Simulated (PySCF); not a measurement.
Polarisability and C₆ of Fe⁺ (iron, charge +1)

[Ar] 3d6 4s1, high-spin 6D determinant. Calculation: PySCF 2.14, in aug-cc-pVDZ (7s6p4d2f, 59 functions); the non-relativistic Hamiltonian (point nucleus). Coupled (time-dependent) response in atomic units; α is the mean over directions. A double-zeta set is small for polarisabilities.

| method | mean α (bohr³) | α xx, yy, zz | C₆ (like pair) | S(−4) |
| --- | --- | --- | --- | --- |
| UHF | 36.24 | 34.87, 34.87, 38.99 | 189.9 | 1253 |
| PBE0 | 27.94 | 27.34, 27.34, 29.14 | 140.0 | 664.2 |
| B97-3 | 27.89 | 27.13, 27.13, 29.42 | 138.7 | 673.1 |

S(−4) is the Cauchy moment in α(ω) = α(0) + S(−4) ω² + …

α(iu) at UHF:

```csv
u (hartree),α(iu) (bohr³)
0,36.24
0.0500,33.39
0.100,27.20
0.200,16.43
0.300,10.67
0.500,5.902
0.750,3.727
1.00,2.715
1.50,1.731
2.00,1.239
3.00,0.7452
5.00,0.3607
```

A single London oscillator, α(iu) = α/(1 + u²/ω²), gives C₆ = (3/4) ω α². Matching the computed C₆ needs ω = 4 × 189.9 / (3 × 36.24²) = 0.193 hartree.

For an ion, C₆ is the dispersion term alone; charge-induced terms of lower order in 1/R come first.

The components differ because the open shell of this determinant is not spherical; for a pure term their mean is the scalar polarisability.
